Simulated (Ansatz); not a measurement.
Species: LaCl (charge 0, singlet). SMILES: [Cl][La]
Coordinates optimised at B3LYP-D3(BJ)/def2-TZVP (Ansatz, an electronic-structure program):
```xyz
2

La     0.0000     0.0000    -0.5861
Cl     0.0000     0.0000     1.9651
```
Charge 0, spin multiplicity 1.

Property: vertical ionisation energy (to the doublet state of charge +1; each state is the SCF solution reached for its spin; for the singlet the Hartree-Fock reference is unstable and T1 is 0.016), in eV. Correlated levels leave the core frozen unless marked. UHF or UKS for open shells. Spin-orbit coupling is left out. Frozen are the shells of the preceding noble gas and the d and f shells that filled before the atom's block. Past Kr the def2 sets carry scalar-relativistic core potentials. CBS(X,Y): correlation extrapolated as X^-3; Hartree-Fock from the larger set.

```
level                 program  vertical ionisation energy (eV)
--------------------  -------  -------------------------------
r2SCAN/def2-TZVPD      Ansatz                             5.28
B3LYP/def2-TZVPD       Ansatz                             5.75
PBE0/def2-TZVPD        Ansatz                             5.50
CAM-B3LYP/def2-TZVPD   Ansatz                             5.66
wB97X-V/def2-TZVPD     Ansatz                             5.46
```

### Question
Estimate the value at CCSD(T)/CBS(def2-TZVPPD,def2-QZVPPD) as computed with Ansatz.

### Answer
5.56 eV
